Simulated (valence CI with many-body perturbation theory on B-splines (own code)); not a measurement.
**From CI to CI+MBPT in Xe46+**

Calculated by valence CI with perturbative core correlation (CI+MBPT): six valence electrons over a frozen Dirac-Fock core [He], radial functions for each j: 9 s, 9 p, 8 d, 6 f, 3 g, 1 h, with the one-electron correlation potential Σ1, the two-electron term Σ2, the three-electron term Σ3, Breit, model QED; selected CI, second order for the rest, scaled by the run's own slope (own B-spline code, finite nucleus).

The last digits are not significant, and no measured levels were compared; by estimate large intervals hold to a few tenths of a per cent, small ones and those within an open d or f shell to about a per cent. Among the levels kept, up to 2500 cm⁻¹ of a level comes from second order outside the variational space, and about a tenth of that is noise between levels of different J, which matters for small intervals.

Each rung adds one term. CI alone is the Dirac-Coulomb CI over the frozen core; QED comes last and gives the full result, which names the levels. Energies are above (2s^2 2p1/2^2 2p3/2^2) J=2 on the same rung, in eV.

Levels are named by their leading jj configuration (3d3/2^4 stands for four electrons in 3d with j = 3/2), which in mixed levels can hold well under half, so a name can repeat and another be missing.

```
                         Level  CI alone
    (2s^2 2p1/2^2 2p3/2^2) J=0      35.0
      (2s^2 2p1/2 2p3/2^3) J=1     336.9
      (2s^2 2p1/2 2p3/2^3) J=2     356.4
      (2s 2p1/2^2 2p3/2^3) J=2     599.9
      (2s 2p1/2^2 2p3/2^3) J=1     652.5
            (2s^2 2p3/2^4) J=0     705.6
        (2s 2p1/2 2p3/2^4) J=0     944.9
        (2s 2p1/2 2p3/2^4) J=1     978.3
         (2p1/2^2 2p3/2^4) J=0    1283.1
   (2s^2 2p1/2^2 2p3/2 3s) J=2    4458.1
   (2s^2 2p1/2^2 2p3/2 3s) J=1    4464.5
(2s^2 2p1/2^2 2p3/2 3p1/2) J=1    4533.9
(2s^2 2p1/2^2 2p3/2 3p1/2) J=2    4536.5
(2s^2 2p1/2^2 2p3/2 3p3/2) J=3    4631.9
(2s^2 2p1/2^2 2p3/2 3p3/2) J=1    4631.7
(2s^2 2p1/2^2 2p3/2 3p3/2) J=2    4650.2
```

Question: What do these energies become with core correlation, Breit and QED?

Answer: (2s^2 2p1/2^2 2p3/2^2) J=0 38.0 (+2.99); (2s^2 2p1/2 2p3/2^3) J=1 334.1 (-2.82); (2s^2 2p1/2 2p3/2^3) J=2 350.7 (-5.67); (2s 2p1/2^2 2p3/2^3) J=2 594.2 (-5.70); (2s 2p1/2^2 2p3/2^3) J=1 647.3 (-5.20); (2s^2 2p3/2^4) J=0 698.7 (-6.90); (2s 2p1/2 2p3/2^4) J=0 936.2 (-8.70); (2s 2p1/2 2p3/2^4) J=1 968.0 (-10.24); (2p1/2^2 2p3/2^4) J=0 1272.9 (-10.19); (2s^2 2p1/2^2 2p3/2 3s) J=2 4455.1 (-3.00); (2s^2 2p1/2^2 2p3/2 3s) J=1 4461.6 (-2.83); (2s^2 2p1/2^2 2p3/2 3p1/2) J=1 4531.4 (-2.51); (2s^2 2p1/2^2 2p3/2 3p1/2) J=2 4533.2 (-3.29); (2s^2 2p1/2^2 2p3/2 3p3/2) J=3 4627.0 (-4.87); (2s^2 2p1/2^2 2p3/2 3p3/2) J=1 4627.1 (-4.57); (2s^2 2p1/2^2 2p3/2 3p3/2) J=2 4645.7 (-4.46).

Question: How does the ionisation energy move along the ladder, and which term matters most?

Answer: CI alone 8150.5, + Σ1 8150.8, + Σ2 8151.0, + Σ3 8150.9, + Breit 8144.6, + QED 8144.2 eV. The largest step is Breit, -6.2 eV. NIST lists 8144 ± 4 eV (theoretical).
